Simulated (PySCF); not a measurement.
C3H14Si3, SMILES C[C@H](C[SiH3])[SiH2][SiH3].

Geometry: PBE-D3(BJ)/def2-SVP. The structure was generated by enumeration; whether it is a known compound was not checked. Other conformers were not sampled.

Method: PBE-D3(BJ)/def2-SVP (PySCF 2.14.0).

Frequencies are harmonic and unscaled.

```json
[
 {"mode": "1", "ν (cm⁻¹)": "37", "IR (km/mol)": "0.1", "moving atoms (share of kinetic energy)": "Si 64 %, H 29 %"},
 {"mode": "2", "ν (cm⁻¹)": "66", "IR (km/mol)": "0.2", "moving atoms (share of kinetic energy)": "Si 43 %, H 36 %, C 21 %"},
 {"mode": "3", "ν (cm⁻¹)": "86", "IR (km/mol)": "0.1", "moving atoms (share of kinetic energy)": "H 63 %, Si 25 %, C 12 %"},
 {"mode": "4", "ν (cm⁻¹)": "119", "IR (km/mol)": "0.1", "moving atoms (share of kinetic energy)": "H 63 %, Si 21 %, C 16 %"},
 {"mode": "5", "ν (cm⁻¹)": "138", "IR (km/mol)": "0.3", "moving atoms (share of kinetic energy)": "H 37 %, Si 32 %, C 31 %"},
 {"mode": "6", "ν (cm⁻¹)": "160", "IR (km/mol)": "0.5", "moving atoms (share of kinetic energy)": "H 72 %, Si 24 %"},
 {"mode": "7", "ν (cm⁻¹)": "216", "IR (km/mol)": "0.3", "moving atoms (share of kinetic energy)": "H 74 %, C 16 %, Si 10 %"},
 {"mode": "8", "ν (cm⁻¹)": "270", "IR (km/mol)": "1.7", "moving atoms (share of kinetic energy)": "C 52 %, H 35 %, Si 12 %"},
 {"mode": "9", "ν (cm⁻¹)": "274", "IR (km/mol)": "1.1", "moving atoms (share of kinetic energy)": "H 68 %, C 21 %, Si 11 %"},
 {"mode": "10", "ν (cm⁻¹)": "323", "IR (km/mol)": "1.1", "moving atoms (share of kinetic energy)": "H 42 %, C 36 %, Si 22 %"},
 {"mode": "11", "ν (cm⁻¹)": "368", "IR (km/mol)": "12.5", "moving atoms (share of kinetic energy)": "H 83 %, C 11 %"},
 {"mode": "12", "ν (cm⁻¹)": "413", "IR (km/mol)": "4.8", "moving atoms (share of kinetic energy)": "Si 62 %, H 33 %"},
 {"mode": "13", "ν (cm⁻¹)": "487", "IR (km/mol)": "2.4", "moving atoms (share of kinetic energy)": "H 66 %, Si 26 %"},
 {"mode": "14", "ν (cm⁻¹)": "490", "IR (km/mol)": "13.7", "moving atoms (share of kinetic energy)": "H 83 %, Si 15 %"},
 {"mode": "15", "ν (cm⁻¹)": "539", "IR (km/mol)": "7.1", "moving atoms (share of kinetic energy)": "H 60 %, Si 26 %, C 14 %"},
 {"mode": "16", "ν (cm⁻¹)": "577", "IR (km/mol)": "15.2", "moving atoms (share of kinetic energy)": "H 68 %, Si 19 %, C 13 %"},
 {"mode": "17", "ν (cm⁻¹)": "627", "IR (km/mol)": "24.3", "moving atoms (share of kinetic energy)": "H 51 %, C 28 %, Si 21 %"},
 {"mode": "18", "ν (cm⁻¹)": "695", "IR (km/mol)": "15.9", "moving atoms (share of kinetic energy)": "H 88 %, C 9 %"},
 {"mode": "19", "ν (cm⁻¹)": "722", "IR (km/mol)": "47.4", "moving atoms (share of kinetic energy)": "C 46 %, H 39 %, Si 15 %"},
 {"mode": "20", "ν (cm⁻¹)": "737", "IR (km/mol)": "298.3", "moving atoms (share of kinetic energy)": "H 84 %, Si 14 %"},
 {"mode": "21", "ν (cm⁻¹)": "805", "IR (km/mol)": "73.0", "moving atoms (share of kinetic energy)": "H 67 %, C 27 %"},
 {"mode": "22", "ν (cm⁻¹)": "842", "IR (km/mol)": "94.0", "moving atoms (share of kinetic energy)": "H 88 %, Si 10 %"},
 {"mode": "23", "ν (cm⁻¹)": "885", "IR (km/mol)": "61.5", "moving atoms (share of kinetic energy)": "H 93 %"},
 {"mode": "24", "ν (cm⁻¹)": "890", "IR (km/mol)": "115.8", "moving atoms (share of kinetic energy)": "H 94 %"},
 {"mode": "25", "ν (cm⁻¹)": "901", "IR (km/mol)": "8.3", "moving atoms (share of kinetic energy)": "H 59 %, C 39 %"},
 {"mode": "26", "ν (cm⁻¹)": "904", "IR (km/mol)": "34.3", "moving atoms (share of kinetic energy)": "H 97 %"},
 {"mode": "27", "ν (cm⁻¹)": "908", "IR (km/mol)": "12.1", "moving atoms (share of kinetic energy)": "H 97 %"},
 {"mode": "28", "ν (cm⁻¹)": "912", "IR (km/mol)": "86.2", "moving atoms (share of kinetic energy)": "H 95 %"},
 {"mode": "29", "ν (cm⁻¹)": "919", "IR (km/mol)": "31.7", "moving atoms (share of kinetic energy)": "H 97 %"},
 {"mode": "30", "ν (cm⁻¹)": "972", "IR (km/mol)": "7.3", "moving atoms (share of kinetic energy)": "H 75 %, C 24 %"},
 {"mode": "31", "ν (cm⁻¹)": "1036", "IR (km/mol)": "9.1", "moving atoms (share of kinetic energy)": "C 59 %, H 40 %"},
 {"mode": "32", "ν (cm⁻¹)": "1053", "IR (km/mol)": "10.7", "moving atoms (share of kinetic energy)": "H 79 %, C 20 %"},
 {"mode": "33", "ν (cm⁻¹)": "1102", "IR (km/mol)": "1.8", "moving atoms (share of kinetic energy)": "C 54 %, H 46 %"},
 {"mode": "34", "ν (cm⁻¹)": "1179", "IR (km/mol)": "0.6", "moving atoms (share of kinetic energy)": "H 66 %, C 33 %"},
 {"mode": "35", "ν (cm⁻¹)": "1219", "IR (km/mol)": "1.8", "moving atoms (share of kinetic energy)": "H 67 %, C 33 %"},
 {"mode": "36", "ν (cm⁻¹)": "1275", "IR (km/mol)": "1.3", "moving atoms (share of kinetic energy)": "H 76 %, C 24 %"},
 {"mode": "37", "ν (cm⁻¹)": "1343", "IR (km/mol)": "1.4", "moving atoms (share of kinetic energy)": "H 80 %, C 20 %"},
 {"mode": "38", "ν (cm⁻¹)": "1376", "IR (km/mol)": "4.5", "moving atoms (share of kinetic energy)": "H 92 %"},
 {"mode": "39", "ν (cm⁻¹)": "1412", "IR (km/mol)": "6.9", "moving atoms (share of kinetic energy)": "H 96 %"},
 {"mode": "40", "ν (cm⁻¹)": "1422", "IR (km/mol)": "5.7", "moving atoms (share of kinetic energy)": "H 96 %"},
 {"mode": "41", "ν (cm⁻¹)": "2133", "IR (km/mol)": "61.8", "moving atoms (share of kinetic energy)": "H 98 %"},
 {"mode": "42", "ν (cm⁻¹)": "2143", "IR (km/mol)": "56.7", "moving atoms (share of kinetic energy)": "H 98 %"},
 {"mode": "43", "ν (cm⁻¹)": "2146", "IR (km/mol)": "13.1", "moving atoms (share of kinetic energy)": "H 97 %"},
 {"mode": "44", "ν (cm⁻¹)": "2155", "IR (km/mol)": "54.5", "moving atoms (share of kinetic energy)": "H 98 %"},
 {"mode": "45", "ν (cm⁻¹)": "2158", "IR (km/mol)": "142.9", "moving atoms (share of kinetic energy)": "H 96 %"},
 {"mode": "46", "ν (cm⁻¹)": "2162", "IR (km/mol)": "78.0", "moving atoms (share of kinetic energy)": "H 96 %"},
 {"mode": "47", "ν (cm⁻¹)": "2163", "IR (km/mol)": "134.3", "moving atoms (share of kinetic energy)": "H 96 %"},
 {"mode": "48", "ν (cm⁻¹)": "2170", "IR (km/mol)": "110.5", "moving atoms (share of kinetic energy)": "H 96 %"},
 {"mode": "49", "ν (cm⁻¹)": "2943", "IR (km/mol)": "20.9", "moving atoms (share of kinetic energy)": "H 94 %"},
 {"mode": "50", "ν (cm⁻¹)": "2951", "IR (km/mol)": "22.4", "moving atoms (share of kinetic energy)": "H 97 %"},
 {"mode": "51", "ν (cm⁻¹)": "2952", "IR (km/mol)": "8.7", "moving atoms (share of kinetic energy)": "H 93 %"},
 {"mode": "52", "ν (cm⁻¹)": "2998", "IR (km/mol)": "7.5", "moving atoms (share of kinetic energy)": "H 91 %, C 9 %"},
 {"mode": "53", "ν (cm⁻¹)": "3034", "IR (km/mol)": "20.0", "moving atoms (share of kinetic energy)": "H 91 %, C 9 %"},
 {"mode": "54", "ν (cm⁻¹)": "3046", "IR (km/mol)": "19.3", "moving atoms (share of kinetic energy)": "H 91 %, C 9 %"}
]
```
